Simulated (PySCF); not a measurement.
## Two-photon absorption: SMILES [SiH3]c1cnc(C=S)nc1, C5H6N2SSi

Molfile (atoms numbered from 1):
```
C5H6N2SSi
     RDKit          3D

 15 15  0  0  0  0  0  0  0  0999 V2000
   -3.0044   -0.2349    0.1731 Si  0  0  0  0  0  4  0  0  0  0  0  0
   -1.1342   -0.0685    0.0403 C   0  0  0  0  0  0  0  0  0  0  0  0
   -0.2649   -0.3871    1.0975 C   0  0  0  0  0  0  0  0  0  0  0  0
    1.0520   -0.2964    1.0082 N   0  0  0  0  0  0  0  0  0  0  0  0
    1.5487    0.1235   -0.1574 C   0  0  0  0  0  0  0  0  0  0  0  0
    3.0115    0.2410   -0.3271 C   0  0  0  0  0  0  0  0  0  0  0  0
    4.1328   -0.0974    0.7831 S   0  0  0  0  0  0  0  0  0  0  0  0
    0.8280    0.4656   -1.2320 N   0  0  0  0  0  0  0  0  0  0  0  0
   -0.4909    0.3686   -1.1257 C   0  0  0  0  0  0  0  0  0  0  0  0
   -3.6475    0.7927   -0.6969 H   0  0  0  0  0  0  0  0  0  0  0  0
   -3.4381   -1.5922   -0.2756 H   0  0  0  0  0  0  0  0  0  0  0  0
   -3.4086   -0.0399    1.5959 H   0  0  0  0  0  0  0  0  0  0  0  0
   -0.6602   -0.7276    2.0634 H   0  0  0  0  0  0  0  0  0  0  0  0
    3.2780    0.5980   -1.3334 H   0  0  0  0  0  0  0  0  0  0  0  0
   -1.0686    0.6578   -2.0128 H   0  0  0  0  0  0  0  0  0  0  0  0
  1  2  1  0
  2  3  2  0
  3  4  1  0
  4  5  2  0
  5  6  1  0
  6  7  2  0
  5  8  1  0
  8  9  2  0
  9  2  1  0
  1 10  1  0
  1 11  1  0
  1 12  1  0
  3 13  1  0
  6 14  1  0
  9 15  1  0
M  END
```

Method: TDDFT CAM-B3LYP/aug-cc-pVDZ excited states, vertical, gas phase (PySCF 2.14.0). Geometry: PBE0-D3(BJ)/def2-SVP.

Q: Give the one- and two-photon strengths of the lowest singlets.

A: δ for parallel linear polarisation; σ at the peak of a Lorentzian of half width 0.1 eV, single beam; Ω is circular over linear.
| state | E (eV) | f | photon λ (nm) | δ (au) | σ (GM) | Ω | main |
| --- | --- | --- | --- | --- | --- | --- | --- |
| S1 | 1.86 | 0.000 | 1333 | 0.27 | 0.00 | 1.46 | HOMO→LUMO 0.94 |
| S2 | 3.59 | 0.000 | 691 | 1.51 | 0.01 | 1.50 | HOMO−1→LUMO 0.94 |
| S3 | 4.42 | 0.004 | 561 | 0.46 | 0.00 | 1.47 | HOMO−1→LUMO+1 0.79, HOMO→LUMO+1 0.15 |
| S4 | 4.65 | 0.602 | 533 | 496 | 3.93 | 0.60 | HOMO−2→LUMO 0.95 |
| S5 | 4.89 | 0.001 | 507 | 6.29 | 0.06 | 1.50 | HOMO−3→LUMO 0.91 |
| S6 | 5.09 | 0.001 | 487 | 0.26 | 0.00 | 1.50 | HOMO→LUMO+1 0.80, HOMO−1→LUMO+1 0.16 |

Among these, the strongest one-photon state is S4, the strongest two-photon state S4, with a dipole change of 2.6 D (relaxed, norm of the difference vector).
